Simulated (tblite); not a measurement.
Species: C2H9B3O3.
Atom-mapped SMILES: `[BH2:1][O:2][BH:3][B:4]([O:5][CH3:6])[O:7][CH3:8]` (hydrogens: H9, H10 on B1; H11 on B3; H12, H13, H14 on C6; H15, H16, H17 on C8)

Computed with GFN2-xTB (tblite), gas phase: L-BFGS steps from a force-field or distance-geometry start until the largest atomic force falls under 0.01 eV/Å.

The end geometry, which sets the zero of energy:
```
atom  x, y, z in Å
B1      2.7019   -1.7215   -0.6343
O2      1.8779   -1.1858    0.2073
B3      1.0071   -0.6387    1.0020
B4     -0.4922   -0.0516    0.4083
O5     -0.6987    1.2155   -0.0702
C6      0.3060    2.1871   -0.1595
O7     -1.5553   -0.8905    0.3919
C8     -2.8291   -0.5125   -0.0898
H9      3.4985   -1.0398   -1.1800
H10     2.6547   -2.8823   -0.8413
H11     1.3150   -0.5568    2.1490
H12     1.2414    1.8458    0.2940
H13    -0.0337    3.0912    0.3521
H14     0.4846    2.4234   -1.2125
H15    -3.4137   -0.0677    0.7193
H16    -3.3288   -1.4152   -0.4447
H17    -2.7425    0.2115   -0.9014
```

Task: These geometries come from the run, each turned onto the end geometry. Order them by energy, lowest first.
A.
```
atom  x, y, z in Å
B1      2.5664   -1.7962   -0.6420
O2      1.8088   -1.1885    0.2151
B3      0.9323   -0.6820    1.0382
B4     -0.3844    0.2488    0.5550
O5     -0.6282    1.4781    0.0310
C6      0.3167    2.4800   -0.2481
O7     -1.4021   -0.6479    0.6681
C8     -2.6260   -0.6689   -0.0163
H9      3.6990   -1.4337   -0.7727
H10     2.1085   -2.6798   -1.2993
H11     0.7924   -1.2603    2.0549
H12     1.3272    2.2863    0.1408
H13    -0.0450    3.4149    0.1975
H14     0.3835    2.5849   -1.3410
H15    -3.4443   -0.3165    0.6069
H16    -2.8333   -1.7059   -0.2590
H17    -2.5784   -0.1013   -0.9390
```
B.
```
atom  x, y, z in Å
B1      2.6447   -1.7178   -0.6429
O2      1.8940   -1.1870    0.2693
B3      1.0178   -0.6892    1.0922
B4     -0.4354   -0.0388    0.4732
O5     -0.6610    1.1912   -0.0721
C6      0.2618    2.2322   -0.2114
O7     -1.4934   -0.8909    0.4482
C8     -2.7462   -0.5117   -0.0903
H9      3.5653   -1.1062   -1.0717
H10     2.4007   -2.8122   -1.0157
H11     1.2767   -0.7494    2.2503
H12     1.2350    1.9913    0.2259
H13    -0.1459    3.1240    0.2744
H14     0.3863    2.4492   -1.2767
H15    -3.3584   -0.0738    0.7031
H16    -3.2239   -1.4159   -0.4707
H17    -2.6249    0.2168   -0.8951
```
C.
```
atom  x, y, z in Å
B1      2.3530   -1.7795   -0.6048
O2      1.8948   -0.9125    0.2648
B3      0.9181   -0.6042    1.1205
B4     -0.3149    0.4382    0.4323
O5     -0.1618    1.2634   -0.6746
C6      0.3936    2.4985   -0.3008
O7     -1.5867    0.0654    0.7187
C8     -2.5223   -0.7325    0.0452
H9      2.8548   -2.8401   -0.2763
H10     2.1964   -1.4507   -1.7636
H11     0.6664   -1.4993    1.8923
H12     1.2934    2.3497    0.3163
H13    -0.3515    3.0257    0.3129
H14     0.6092    3.0487   -1.2132
H15    -3.4599   -0.6113    0.5939
H16    -2.1475   -1.7624    0.1497
H17    -2.6423   -0.4849   -1.0230
```
D.
```
atom  x, y, z in Å
B1      2.3712   -1.8563   -0.6566
O2      1.5286   -1.1980    0.0851
B3      0.8148   -0.6598    1.0647
B4     -0.3446    0.4112    0.5586
O5     -0.5465    1.5553   -0.1621
C6      0.3826    2.6227   -0.2852
O7     -1.3063   -0.5499    0.6665
C8     -2.5167   -0.8368    0.0188
H9      3.3222   -2.3608   -0.1578
H10     2.2223   -1.8151   -1.8294
H11     0.6708   -1.2808    2.0641
H12     1.3543    2.3836    0.1698
H13     0.0014    3.5508    0.1926
H14     0.5700    2.8127   -1.3539
H15    -3.3243   -0.4907    0.6590
H16    -2.6337   -1.9186   -0.0889
H17    -2.5732   -0.3575   -0.9551
```
E.
```
atom  x, y, z in Å
B1      2.6859   -1.7224   -0.6371
O2      1.8666   -1.2074    0.2213
B3      1.0076   -0.6529    1.0234
B4     -0.4849   -0.0555    0.4274
O5     -0.6892    1.2055   -0.0660
C6      0.3016    2.1896   -0.1668
O7     -1.5517   -0.8904    0.4087
C8     -2.8155   -0.5060   -0.0930
H9      3.4537   -1.0176   -1.1945
H10     2.6672   -2.8830   -0.8458
H11     1.3253   -0.5760    2.1682
H12     1.2449    1.8656    0.2827
H13    -0.0516    3.0909    0.3416
H14     0.4686    2.4175   -1.2236
H15    -3.4148   -0.0625    0.7062
H16    -3.3081   -1.4057   -0.4640
H17    -2.7124    0.2225   -0.8984
```

Result: E (0.002 eV), B (0.033 eV), A (0.339 eV), D (1.041 eV), C (2.190 eV).

In the order of the answer:

```
step  E above end (eV)  largest force (eV/Å)  rms force component (eV/Å)  rms distance from end (Å)  rms bond change (Å)  bond most changed (Å)
  82             0.002                  0.03                       0.011                      0.024                0.001           B3–B4 -0.002
  61             0.033                  0.17                       0.047                      0.134                0.003           B3–B4 -0.008
  39             0.339                  0.44                       0.142                      0.436                0.012           B3–B4 -0.033
  23             1.041                  0.65                       0.192                      0.752                0.018           B3–B4 -0.059
   9             2.190                  0.72                       0.257                      0.936                0.021           B3–B4 +0.039
```

What follows is the cost of the whole relaxation. Hardware: an Arm Neoverse N1 with one thread (shared host). Cost: 1.0 s of wall time.
